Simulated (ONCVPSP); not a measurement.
Transferability test, ONCV potential for Co

ONCVPSP 4.0.1 input, shortened (lines: element, Z, core and valence counts, functional; n l f; lmax; l rc ep ncon nbas qcut; lloc lpopt rc5 dvloc0; l nproj debl; icmod fcfact rcfact), PBE, scalar-relativistic:

```
  Co 27.00    4    3        4      upf
    1    0    2.00
    2    0    2.00
    2    1    6.00
    3    0    2.00
    3    1    6.00
    3    2    7.00
    4    0    2.00
    2
    0    2.25    0.00    3    7    3.40
    1    0.75    0.00    5    9   10.20
    2    1.00    0.00    4    8   15.60
    4    5    0.60    0.00
    0    2    1.90
    1    2    2.90
    2    1    3.60
    3    3.50    1.15
```

Energies are relative to the spin-unpolarised reference configuration 3p6 3d7 4s2; without spin polarisation the order of configurations can differ from experiment.

| valence configuration | charge | ΔE all-electron (eV) | error AE − PS (meV) |
| --- | --- | --- | --- |
| 3p6 3d7 4s0 | +2 | 25.816 | -33 |
| 3p6 3d6 4s0 | +3 | 61.686 | +82 |
| 3p6 3d7 4s1.5 | +0.5 | 3.603 | -1.3 |

(1) What are ΔE and the potential's error for 3p6 3d7 4s1?

Note: ghosts flagged at negative energy: s at -390.6 eV; GHOST(+) flagged for s at 109.0 eV. A true bound ghost makes a file unfit for plane-wave use.

## Answers

(1) ΔE = 9.031 eV all-electron; the error (AE − PS) is -6.1 meV.
